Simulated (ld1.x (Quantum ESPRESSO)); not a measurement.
# Transferability test, TM potential for chlorine (Cl)

| Quantity | Value |
| --- | --- |
| Element | Cl |
| Generator | ld1.x (Quantum ESPRESSO) 7.5 |
| Type | norm-conserving Troullier–Martins (Kleinman–Bylander form) |
| Functional | PBE |
| Relativity | fully relativistic |
| Frozen core | [Ne] |
| Valence charge | 7 |
| Reference configuration | 3s2 3p5 |
| Partial waves | 3s (bound): rc 1.25 bohr; 3p (bound): rc 1.35 bohr |
| Local potential | the p channel |
| Core correction | Bessel-smoothed model core, default radius (core density twice the valence density) |

Open shells are filled in proportion to 2j + 1 (rel_dist='average').

Energies are relative to the spin-unpolarised reference configuration 3s2 3p5; without spin polarisation the order of configurations can differ from experiment. The p channel is local and has no spin–orbit splitting in the pseudo-atom.

```json
{"valence configuration": "3s2 3p4", "charge": "+1", "ΔE all-electron (eV)": "13.876", "error AE − PS (meV)": "+4.1"}
{"valence configuration": "3s2 3p3", "charge": "+2", "ΔE all-electron (eV)": "39.323", "error AE − PS (meV)": "+25"}
{"valence configuration": "3s2 3p2", "charge": "+3", "ΔE all-electron (eV)": "77.631", "error AE − PS (meV)": "+82"}
{"valence configuration": "3s2 3p4.5", "charge": "+0.5", "ΔE all-electron (eV)": "5.583", "error AE − PS (meV)": "+0.8"}
{"valence configuration": "3s2 3p5.3", "charge": "-0.3", "ΔE all-electron (eV)": "-2.138", "error AE − PS (meV)": "+0.1"}
```

Q: What are ΔE and the potential's error for 3s1 3p6?

A: ΔE = 12.153 eV all-electron; the error (AE − PS) is -0.5 meV.

Q: What are ΔE and the potential's error for 3s2 3p1?

A: ΔE = 129.874 eV all-electron; the error (AE − PS) is +200 meV.
